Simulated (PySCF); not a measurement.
Magnetic susceptibility: SMILES C1C(C(=C(F)F)F)CC=C1, C$_{7}$H$_{7}$F$_{3}$

Cartesian coordinates in Å; atom numbers follow the order of the lines, from 1:
```xyz
17

F     3.1954    0.6725   -0.0142
C     2.6553   -0.4693    0.4048
F     3.5972   -1.3059    0.8193
C     1.3484   -0.6972    0.3923
F     0.9035   -1.8891    0.8392
C     0.3011    0.2545   -0.0778
C    -0.5429   -0.3193   -1.2396
C    -1.9205    0.1974   -0.9512
C    -2.0207    0.6905    0.2700
C    -0.7285    0.5952    1.0245
H     0.7972    1.1697   -0.4067
H    -0.1653   -0.0027   -2.2116
H    -0.5471   -1.4128   -1.2195
H    -2.7086    0.1242   -1.6792
H    -2.9059    1.0960    0.7266
H    -0.4737    1.5160    1.5487
H    -0.7918   -0.2076    1.7645
```

Computed, not measured: PySCF, GIAO KT3/pcSseg-1 magnetisability, rotational g tensor and spin-rotation constants, non-relativistic, gas phase. Geometry: GFN2-xTB.

**Question.** How diamagnetic is it, and how anisotropic?

**Answer.** Isotropic -1270 × 10⁻³⁰ J/T², or -76.5 × 10⁻⁶ cm³/mol; principal values -1350, -1253, -1207 × 10⁻³⁰ J/T², anisotropy 126 × 10⁻³⁰ J/T² (root of half the summed squared differences of the principal values). The susceptibility is in cgs units.

**Question.** Split it along the inertial axes a, b, c into diamagnetic and paramagnetic parts about the centre of mass, with the quadrupole moment.

**Answer.** 
| axis | χ (10⁻⁶ cm³/mol) | diamagnetic (10⁻⁶ cm³/mol) | paramagnetic (10⁻⁶ cm³/mol) | summed x² of all electrons (Å²) | quadrupole Θ (D Å) |
| --- | --- | --- | --- | --- | --- |
| a | -72.8 | -503.8 | 431.0 | 327.0 | -1.03 |
| b | -81.2 | -1604.6 | 1523.5 | 67.5 | -3.39 |
| c | -75.4 | -1673.6 | 1598.1 | 51.3 | +4.42 |

Anisotropies 2χaa − χbb − χcc = +11.0 and 2χbb − χaa − χcc = -14.1 × 10⁻⁶ cm³/mol. Θ is traceless in Buckingham's convention.

**Question.** And the rotational g tensor?

**Answer.** 
```tsv
axis	rotational constant (GHz)	g	nuclear part	electronic part
a	2.9037	-0.0361	0.5518	-0.5880
b	0.7552	-0.0060	0.5345	-0.5405
c	0.7055	-0.0090	0.5207	-0.5296
```
Asymmetric top; isotopes 12C, 19F, 1H; no vibrational averaging.
